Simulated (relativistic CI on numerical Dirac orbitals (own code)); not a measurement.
Hyperfine structure of Bi LXIII, mass number 209

Computed by Dirac-Coulomb-Breit CI, separate exchange-only KLI orbitals for each configuration, QED by a radiative potential, unscaled Slater integrals (own radial code, finite nucleus).

Configuration list (outside the closed core [Ne]): 3s2.3p6.3d3, 3s2.3p5.3d4, 3s.3p6.3d4, 3s2.3p6.3d2.4s, 3s2.3p6.3d2.4p, 3s2.3p6.3d2.4d, 3s2.3p5.3d3.4s, 3s2.3p6.3d2.4f, 3s2.3p5.3d3.4p, 3s.3p6.3d3.4s, 3p6.3d4.4p, 3p6.3d5, 3p5.3d6, 3p5.3d5.4s, 3p6.3d4.4s, 3p5.3d4.4s2, 3s2.3p6.3d.4s2, 3s2.3p6.4s2.4p, 3s2.3p6.4s2.4d. Double excitations out of closed p, d and f shells are left out; levels of such configurations are missing from the list, as are those of other unlisted configurations, and high levels can miss mixing partners. These lack a partner that the ground configuration has and come out too high: 3s2.3p5.3d3.4p.

Nuclear spin I = 9/2, μ = 4.092 μN, Q = -0.516 b (tables of Stone and Pyykkö). The electronic factors are computed for point nuclear moments, without core polarisation or the Bohr-Weisskopf and QED corrections.

| Level | E (cm⁻¹) | A (MHz) | B (MHz) |
| --- | --- | --- | --- |
| 3s2.3p6.3d3 4F_5/2 | 941612 | 86250 | 29500 |
| 3s2.3p6.3d3 2G_7/2 | 1037980 | 94960 | -25000 |
| 3s2.3p6.3d3 4P_1/2 | 1053283 | -59070 |  |
| 3s2.3p6.3d3 4F_7/2 | 1964412 | 68930 | 9710 |
| 3s2.3p6.3d3 2P_1/2 | 2093364 | -28220 |  |
| 3s2.3p6.3d3 2H_11/2 | 2095233 | 82970 | -112000 |
| 3s2.3p6.3d3 2F_7/2 | 2190126 | 85980 | -21800 |

Levels with J = 0, under 50 % of one LS term, or S terms without an open s electron are left out. Small factors come from cancelling terms and can be off by tens of per cent or more.

At this charge energies of transitions that change n are usually good to better than 1 %, and those within a shell (Δn = 0) to a few per cent.

Q: Give the hyperfine levels of 3s2.3p6.3d3 4F_5/2 relative to its centre of gravity.

A: With K = F(F + 1) − I(I + 1) − J(J + 1), E = AK/2 + B[¾K(K + 1) − I(I + 1)J(J + 1)]/[2I(2I − 1)J(2J − 1)]: F = 2: -1.172e+06, F = 3: -922500, F = 4: -585900, F = 5: -159500, F = 6: 360200, F = 7: 977700 MHz.

LS names give the leading component of a level, which can be under half, so a name can repeat, a term be missing and a line seem to break the LS rules.
